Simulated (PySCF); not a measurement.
Cl2Sr, triplet, geometry from GFN2-xTB (such geometries of metal compounds can be far from the true shape) (a higher spin typed on purpose: for a closed-shell molecule this is an excited state) (core potentials on Sr), with bond 3-1 at 2.0 times its length; HF/def2-SVP in PySCF.

The PySCF input:
```python
from pyscf import gto, scf

mol = gto.M(
    atom='''
Sr    0.50354995   -0.98029751    0.16357802
Cl    0.31464289    1.39392006   -1.09624314
Cl   -3.38400021    2.57496391    1.29761830
''',
    basis='def2-svp',
    ecp={'Sr': 'def2-svp'},
    spin=2,
    verbose=4,
)

mf = scf.UHF(mol)
mf.diis = False
mf.damp = 0.6
mf.diis_start_cycle = 200
mf.max_cycle = 150
mf.kernel()
```

What the program printed (banner, timings and long lists left out):

```
PySCF version 2.14.0

[INPUT] verbose = 4
[INPUT] num. atoms = 3
[INPUT] num. electrons = 44
[INPUT] charge = 0
[INPUT] spin (= nelec alpha-beta = 2S) = 2
[INPUT] symmetry False subgroup None
[INPUT] Mole.unit = angstrom
[INPUT] Symbol           X                Y                Z      unit          X                Y                Z       unit  Magmom
[...]
nuclear repulsion = 83.6101390397428
number of shells = 25
number of NR pGTOs = 121
number of NR cGTOs = 59
basis = def2-svp
ecp = {'Sr': 'def2-svp'}

******** <class 'pyscf.scf.uhf.UHF'> ********
method = UHF
initial guess = minao
damping factor = 0.6
level_shift factor = 0
DIIS disabled
SCF conv_tol = 1e-09
SCF conv_tol_grad = None
SCF max_cycles = 150
direct_scf = True
direct_scf_tol = 1e-13
number electrons alpha = 23  beta = 21
Set gradient conv threshold to 3.16228e-05
init E= -937.489373895387

cycle= 1 E= -948.175380227681  delta_E= -10.7  |g|= 0.909  |ddm|= 4.43

cycle= 2 E= -948.995404153842  delta_E= -0.82  |g|= 0.377  |ddm|= 2.59

cycle= 3 E= -949.074708984119  delta_E= -0.0793  |g|= 0.204  |ddm|= 0.833
cycle= 4 E= -949.099997223044  delta_E= -0.0253  |g|= 0.117  |ddm|= 0.437
cycle= 5 E= -949.108853735266  delta_E= -0.00886  |g|= 0.0703  |ddm|= 0.254
cycle= 6 E= -949.112315129004  delta_E= -0.00346  |g|= 0.0447  |ddm|= 0.162
cycle= 7 E= -949.113832749523  delta_E= -0.00152  |g|= 0.0297  |ddm|= 0.11
cycle= 8 E= -949.114568719502  delta_E= -0.000736  |g|= 0.0204  |ddm|= 0.0788
cycle= 9 E= -949.114955407057  delta_E= -0.000387  |g|= 0.0146  |ddm|= 0.0582
cycle= 10 E= -949.115171394809  delta_E= -0.000216  |g|= 0.0107  |ddm|= 0.044
cycle= 11 E= -949.115297761197  delta_E= -0.000126  |g|= 0.008  |ddm|= 0.0338
cycle= 12 E= -949.115374387137  delta_E= -7.66e-05  |g|= 0.00613  |ddm|= 0.0262
cycle= 13 E= -949.115422216096  delta_E= -4.78e-05  |g|= 0.00478  |ddm|= 0.0205
cycle= 14 E= -949.115452832473  delta_E= -3.06e-05  |g|= 0.00379  |ddm|= 0.0161
cycle= 15 E= -949.115472906438  delta_E= -2.01e-05  |g|= 0.00305  |ddm|= 0.0127
cycle= 16 E= -949.115486398067  delta_E= -1.35e-05  |g|= 0.0025  |ddm|= 0.0101
cycle= 17 E= -949.115495714148  delta_E= -9.32e-06  |g|= 0.00208  |ddm|= 0.00804
cycle= 18 E= -949.11550234442  delta_E= -6.63e-06  |g|= 0.00177  |ddm|= 0.00642
cycle= 19 E= -949.11550722474  delta_E= -4.88e-06  |g|= 0.00153  |ddm|= 0.00515
cycle= 20 E= -949.115510950498  delta_E= -3.73e-06  |g|= 0.00136  |ddm|= 0.00414
cycle= 21 E= -949.115513904809  delta_E= -2.95e-06  |g|= 0.00123  |ddm|= 0.00336
cycle= 22 E= -949.115516336871  delta_E= -2.43e-06  |g|= 0.00114  |ddm|= 0.00274
cycle= 23 E= -949.115518410522  delta_E= -2.07e-06  |g|= 0.00107  |ddm|= 0.00225
cycle= 24 E= -949.115520234653  delta_E= -1.82e-06  |g|= 0.00102  |ddm|= 0.00188
cycle= 25 E= -949.115521882461  delta_E= -1.65e-06  |g|= 0.000985  |ddm|= 0.00159
cycle= 26 E= -949.115523403728  delta_E= -1.52e-06  |g|= 0.000958  |ddm|= 0.00137
cycle= 27 E= -949.115524832747  delta_E= -1.43e-06  |g|= 0.000939  |ddm|= 0.0012
cycle= 28 E= -949.115526193427  delta_E= -1.36e-06  |g|= 0.000924  |ddm|= 0.00108
cycle= 29 E= -949.115527502657  delta_E= -1.31e-06  |g|= 0.000913  |ddm|= 0.000986
cycle= 30 E= -949.115528772535  delta_E= -1.27e-06  |g|= 0.000904  |ddm|= 0.000919
cycle= 31 E= -949.115530011834  delta_E= -1.24e-06  |g|= 0.000897  |ddm|= 0.00087
cycle= 32 E= -949.115531226989  delta_E= -1.22e-06  |g|= 0.000891  |ddm|= 0.000835
cycle= 33 E= -949.115532422787  delta_E= -1.2e-06  |g|= 0.000887  |ddm|= 0.000809
cycle= 34 E= -949.115533602825  delta_E= -1.18e-06  |g|= 0.000883  |ddm|= 0.00079
cycle= 35 E= -949.11553476983  delta_E= -1.17e-06  |g|= 0.00088  |ddm|= 0.000775
cycle= 36 E= -949.115535925894  delta_E= -1.16e-06  |g|= 0.000877  |ddm|= 0.000764
cycle= 37 E= -949.115537072631  delta_E= -1.15e-06  |g|= 0.000874  |ddm|= 0.000756
cycle= 38 E= -949.115538211295  delta_E= -1.14e-06  |g|= 0.000872  |ddm|= 0.00075
cycle= 39 E= -949.115539342871  delta_E= -1.13e-06  |g|= 0.00087  |ddm|= 0.000744
cycle= 40 E= -949.115540468132  delta_E= -1.13e-06  |g|= 0.000868  |ddm|= 0.00074
cycle= 41 E= -949.115541587695  delta_E= -1.12e-06  |g|= 0.000866  |ddm|= 0.000737
cycle= 42 E= -949.11554270204  delta_E= -1.11e-06  |g|= 0.000865  |ddm|= 0.000734
cycle= 43 E= -949.115543811555  delta_E= -1.11e-06  |g|= 0.000863  |ddm|= 0.000731
cycle= 44 E= -949.115544916555  delta_E= -1.1e-06  |g|= 0.000861  |ddm|= 0.000729
cycle= 45 E= -949.115546017282  delta_E= -1.1e-06  |g|= 0.00086  |ddm|= 0.000727
cycle= 46 E= -949.115547113941  delta_E= -1.1e-06  |g|= 0.000858  |ddm|= 0.000725
cycle= 47 E= -949.115548206699  delta_E= -1.09e-06  |g|= 0.000857  |ddm|= 0.000723
cycle= 48 E= -949.115549295675  delta_E= -1.09e-06  |g|= 0.000856  |ddm|= 0.000722
cycle= 49 E= -949.11555038098  delta_E= -1.09e-06  |g|= 0.000854  |ddm|= 0.00072
cycle= 50 E= -949.115551462705  delta_E= -1.08e-06  |g|= 0.000853  |ddm|= 0.000719
cycle= 51 E= -949.115552540917  delta_E= -1.08e-06  |g|= 0.000852  |ddm|= 0.000718
cycle= 52 E= -949.115553615673  delta_E= -1.07e-06  |g|= 0.00085  |ddm|= 0.000716
cycle= 53 E= -949.115554687027  delta_E= -1.07e-06  |g|= 0.000849  |ddm|= 0.000715
cycle= 54 E= -949.115555755011  delta_E= -1.07e-06  |g|= 0.000848  |ddm|= 0.000714
cycle= 55 E= -949.115556819664  delta_E= -1.06e-06  |g|= 0.000846  |ddm|= 0.000713
cycle= 56 E= -949.115557881011  delta_E= -1.06e-06  |g|= 0.000845  |ddm|= 0.000712
cycle= 57 E= -949.11555893908  delta_E= -1.06e-06  |g|= 0.000844  |ddm|= 0.000711
cycle= 58 E= -949.115559993887  delta_E= -1.05e-06  |g|= 0.000842  |ddm|= 0.000709
cycle= 59 E= -949.11556104545  delta_E= -1.05e-06  |g|= 0.000841  |ddm|= 0.000708
cycle= 60 E= -949.115562093789  delta_E= -1.05e-06  |g|= 0.00084  |ddm|= 0.000707
cycle= 61 E= -949.115563138908  delta_E= -1.05e-06  |g|= 0.000838  |ddm|= 0.000706
cycle= 62 E= -949.115564180828  delta_E= -1.04e-06  |g|= 0.000837  |ddm|= 0.000705
cycle= 63 E= -949.115565219554  delta_E= -1.04e-06  |g|= 0.000836  |ddm|= 0.000704
[...]
cycle= 81 E= -949.115583380234  delta_E= -9.83e-07  |g|= 0.000813  |ddm|= 0.000685
cycle= 82 E= -949.1155843598  delta_E= -9.8e-07  |g|= 0.000812  |ddm|= 0.000684
cycle= 83 E= -949.115585336312  delta_E= -9.77e-07  |g|= 0.00081  |ddm|= 0.000683
cycle= 84 E= -949.115586309786  delta_E= -9.73e-07  |g|= 0.000809  |ddm|= 0.000682
cycle= 85 E= -949.115587280224  delta_E= -9.7e-07  |g|= 0.000808  |ddm|= 0.00068
cycle= 86 E= -949.115588247636  delta_E= -9.67e-07  |g|= 0.000807  |ddm|= 0.000679
cycle= 87 E= -949.115589212022  delta_E= -9.64e-07  |g|= 0.000805  |ddm|= 0.000678
cycle= 88 E= -949.115590173391  delta_E= -9.61e-07  |g|= 0.000804  |ddm|= 0.000677
cycle= 89 E= -949.115591131753  delta_E= -9.58e-07  |g|= 0.000803  |ddm|= 0.000676
cycle= 90 E= -949.11559208711  delta_E= -9.55e-07  |g|= 0.000802  |ddm|= 0.000675
cycle= 91 E= -949.115593039468  delta_E= -9.52e-07  |g|= 0.0008  |ddm|= 0.000674
cycle= 92 E= -949.115593988839  delta_E= -9.49e-07  |g|= 0.000799  |ddm|= 0.000673
cycle= 93 E= -949.115594935221  delta_E= -9.46e-07  |g|= 0.000798  |ddm|= 0.000672
cycle= 94 E= -949.115595878628  delta_E= -9.43e-07  |g|= 0.000797  |ddm|= 0.000671
cycle= 95 E= -949.115596819063  delta_E= -9.4e-07  |g|= 0.000795  |ddm|= 0.00067
cycle= 96 E= -949.115597756532  delta_E= -9.37e-07  |g|= 0.000794  |ddm|= 0.000669
cycle= 97 E= -949.115598691042  delta_E= -9.35e-07  |g|= 0.000793  |ddm|= 0.000668
cycle= 98 E= -949.115599622602  delta_E= -9.32e-07  |g|= 0.000792  |ddm|= 0.000667
cycle= 99 E= -949.115600551213  delta_E= -9.29e-07  |g|= 0.00079  |ddm|= 0.000666
cycle= 100 E= -949.115601476887  delta_E= -9.26e-07  |g|= 0.000789  |ddm|= 0.000665
cycle= 101 E= -949.115602399623  delta_E= -9.23e-07  |g|= 0.000788  |ddm|= 0.000664
cycle= 102 E= -949.115603319435  delta_E= -9.2e-07  |g|= 0.000787  |ddm|= 0.000662
cycle= 103 E= -949.115604236324  delta_E= -9.17e-07  |g|= 0.000785  |ddm|= 0.000661
cycle= 104 E= -949.115605150301  delta_E= -9.14e-07  |g|= 0.000784  |ddm|= 0.00066
cycle= 105 E= -949.115606061372  delta_E= -9.11e-07  |g|= 0.000783  |ddm|= 0.000659
cycle= 106 E= -949.115606969541  delta_E= -9.08e-07  |g|= 0.000782  |ddm|= 0.000658
cycle= 107 E= -949.115607874811  delta_E= -9.05e-07  |g|= 0.00078  |ddm|= 0.000657
cycle= 108 E= -949.115608777198  delta_E= -9.02e-07  |g|= 0.000779  |ddm|= 0.000656
cycle= 109 E= -949.115609676701  delta_E= -9e-07  |g|= 0.000778  |ddm|= 0.000655
cycle= 110 E= -949.115610573332  delta_E= -8.97e-07  |g|= 0.000777  |ddm|= 0.000654
cycle= 111 E= -949.115611467089  delta_E= -8.94e-07  |g|= 0.000775  |ddm|= 0.000653
cycle= 112 E= -949.115612357985  delta_E= -8.91e-07  |g|= 0.000774  |ddm|= 0.000652
cycle= 113 E= -949.115613246028  delta_E= -8.88e-07  |g|= 0.000773  |ddm|= 0.000651
cycle= 114 E= -949.11561413122  delta_E= -8.85e-07  |g|= 0.000772  |ddm|= 0.00065
cycle= 115 E= -949.115615013568  delta_E= -8.82e-07  |g|= 0.00077  |ddm|= 0.000649
cycle= 116 E= -949.115615893081  delta_E= -8.8e-07  |g|= 0.000769  |ddm|= 0.000648
cycle= 117 E= -949.115616769766  delta_E= -8.77e-07  |g|= 0.000768  |ddm|= 0.000647
cycle= 118 E= -949.115617643626  delta_E= -8.74e-07  |g|= 0.000767  |ddm|= 0.000646
cycle= 119 E= -949.115618514666  delta_E= -8.71e-07  |g|= 0.000766  |ddm|= 0.000645
cycle= 120 E= -949.115619382901  delta_E= -8.68e-07  |g|= 0.000764  |ddm|= 0.000644
cycle= 121 E= -949.115620248331  delta_E= -8.65e-07  |g|= 0.000763  |ddm|= 0.000643
cycle= 122 E= -949.115621110964  delta_E= -8.63e-07  |g|= 0.000762  |ddm|= 0.000642
cycle= 123 E= -949.115621970802  delta_E= -8.6e-07  |g|= 0.000761  |ddm|= 0.00064
cycle= 124 E= -949.115622827861  delta_E= -8.57e-07  |g|= 0.000759  |ddm|= 0.000639
cycle= 125 E= -949.115623682138  delta_E= -8.54e-07  |g|= 0.000758  |ddm|= 0.000638
cycle= 126 E= -949.115624533649  delta_E= -8.52e-07  |g|= 0.000757  |ddm|= 0.000637
cycle= 127 E= -949.115625382392  delta_E= -8.49e-07  |g|= 0.000756  |ddm|= 0.000636
cycle= 128 E= -949.115626228379  delta_E= -8.46e-07  |g|= 0.000754  |ddm|= 0.000635
cycle= 129 E= -949.115627071616  delta_E= -8.43e-07  |g|= 0.000753  |ddm|= 0.000634
cycle= 130 E= -949.115627912103  delta_E= -8.4e-07  |g|= 0.000752  |ddm|= 0.000633
cycle= 131 E= -949.115628749855  delta_E= -8.38e-07  |g|= 0.000751  |ddm|= 0.000632
cycle= 132 E= -949.115629584875  delta_E= -8.35e-07  |g|= 0.00075  |ddm|= 0.000631
cycle= 133 E= -949.115630417171  delta_E= -8.32e-07  |g|= 0.000748  |ddm|= 0.00063
cycle= 134 E= -949.115631246746  delta_E= -8.3e-07  |g|= 0.000747  |ddm|= 0.000629
cycle= 135 E= -949.115632073612  delta_E= -8.27e-07  |g|= 0.000746  |ddm|= 0.000628
cycle= 136 E= -949.115632897769  delta_E= -8.24e-07  |g|= 0.000745  |ddm|= 0.000627
cycle= 137 E= -949.115633719229  delta_E= -8.21e-07  |g|= 0.000743  |ddm|= 0.000626
cycle= 138 E= -949.115634537995  delta_E= -8.19e-07  |g|= 0.000742  |ddm|= 0.000625
cycle= 139 E= -949.115635354078  delta_E= -8.16e-07  |g|= 0.000741  |ddm|= 0.000624
cycle= 140 E= -949.115636167481  delta_E= -8.13e-07  |g|= 0.00074  |ddm|= 0.000623
cycle= 141 E= -949.115636978209  delta_E= -8.11e-07  |g|= 0.000739  |ddm|= 0.000622
cycle= 142 E= -949.115637786274  delta_E= -8.08e-07  |g|= 0.000737  |ddm|= 0.000621
cycle= 143 E= -949.115638591676  delta_E= -8.05e-07  |g|= 0.000736  |ddm|= 0.00062
cycle= 144 E= -949.115639394428  delta_E= -8.03e-07  |g|= 0.000735  |ddm|= 0.000619
cycle= 145 E= -949.115640194533  delta_E= -8e-07  |g|= 0.000734  |ddm|= 0.000618
cycle= 146 E= -949.115640991998  delta_E= -7.97e-07  |g|= 0.000732  |ddm|= 0.000617
cycle= 147 E= -949.115641786829  delta_E= -7.95e-07  |g|= 0.000731  |ddm|= 0.000616
cycle= 148 E= -949.115642579035  delta_E= -7.92e-07  |g|= 0.00073  |ddm|= 0.000615
cycle= 149 E= -949.115643368616  delta_E= -7.9e-07  |g|= 0.000729  |ddm|= 0.000614
cycle= 150 E= -949.115644155592  delta_E= -7.87e-07  |g|= 0.000728  |ddm|= 0.000613
SCF not converged.
SCF energy = -949.115644155592 after 150 cycles  <S^2> = 2.0059685  2S+1 = 3.0039764
```

Convergence was not reached.
